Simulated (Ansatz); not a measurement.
The same molecule with X = F, Cl, Br, I. Ansatz, PBE0-D4/def2-TZVP geometries, multiplicity 1. Each molecule was computed in one conformer, which needn't be the lowest.

Elements past krypton have def2 core potentials. Scalar relativity is left out up to krypton.

| X | molecule | mean X–C bond length / Å | HOMO energy (PBE0/def2-TZVPP) / eV | HOMO–LUMO gap (PBE/def2-TZVPP) / eV | LUMO energy (B3LYP/def2-TZVPP) / eV |
| --- | --- | --- | --- | --- | --- |
| Cl | `C=CCCl` | 1.795 | -7.92 | 5.28 | -0.66 |
| Br | `C=CCBr` | 1.962 | -7.73 | 4.76 | -1.01 |
| I | `C=CCI` | 2.166 | -7.22 | 3.92 | -1.49 |

Question: Give the row for X = F, `C=CCF`. (An estimate is asked.)

Answer: The calculation gave: 
| X | molecule | mean X–C bond length / Å | HOMO energy (PBE0/def2-TZVPP) / eV | HOMO–LUMO gap (PBE/def2-TZVPP) / eV | LUMO energy (B3LYP/def2-TZVPP) / eV |
| --- | --- | --- | --- | --- | --- |
| F | `C=CCF` | 1.377 | -7.68 | 5.66 | -0.08 |

From F to I the mean X–C bond length rises at each step, by 0.789 Å in all; the HOMO energy (PBE0/def2-TZVPP) isn't monotonic: highest at I, lowest at Cl; the HOMO–LUMO gap (PBE/def2-TZVPP) falls at each step, by 1.74 eV in all; the LUMO energy (B3LYP/def2-TZVPP) falls at each step, by 1.41 eV in all. Bonds lengthen as the atom grows down the group.

B3LYP here is the variant with VWN-RPA as its local correlation; programs differ in this.

Spin–orbit coupling is left out; it splits and shifts lone-pair levels of the heavy atoms by tenths of an eV.
